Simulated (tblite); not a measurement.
C2H9NSi3.
Bonds: N1–C2 (triple), C2–C3, C3–Si4, Si4–Si5, Si4–Si6. Hydrogens: H7, H8 on C3; H9 on Si4; H10, H11, H12 on Si5; H13, H14, H15 on Si6.

The geometry is computed with GFN2-xTB (gas phase).

(1) List the bond lengths, angles and torsions at this level.

## Answers

(1) 
```tsv
bond	length (Å)
N1≡C2	1.146
C2–C3	1.423
C3–Si4	1.945
Si4–Si5, Si4–Si6	2.327
C3–H7, C3–H8	1.091
Si4–H9	1.483
Si5–H10 and 5 like bonds	1.465
```

Bonds in one row agree within 0.01 Å and their mean is given. A selection of angles:
```tsv
angle	degrees
N1–C2–C3	177.4
C2–C3–Si4	110.1
C2–C3–H7	108.8
Si4–C3–H7	110.5
H7–C3–H8	108.0
C3–Si4–Si5	107.3
C3–Si4–H9	100.0
Si5–Si4–Si6	119.4
Si5–Si4–H9	110.4
Si4–Si5–H10	113.6
Si4–Si5–H11	111.5
Si4–Si5–H12	109.8
H10–Si5–H11	107.1
```

Torsions: C2–C3–Si4–Si5 -65° (synclinal).

Si5 (SiH3 silicon) is distorted tetrahedral (angles from 106.8° to 113.6°). Si4 (SiH silicon) is distorted tetrahedral (angles from 100.0° to 119.4°).

Point group: Cs (tolerance 0.08 Å). Its GFN2-xTB frequencies are all real (lowest 24 cm⁻¹). One conformer, not necessarily the lowest.
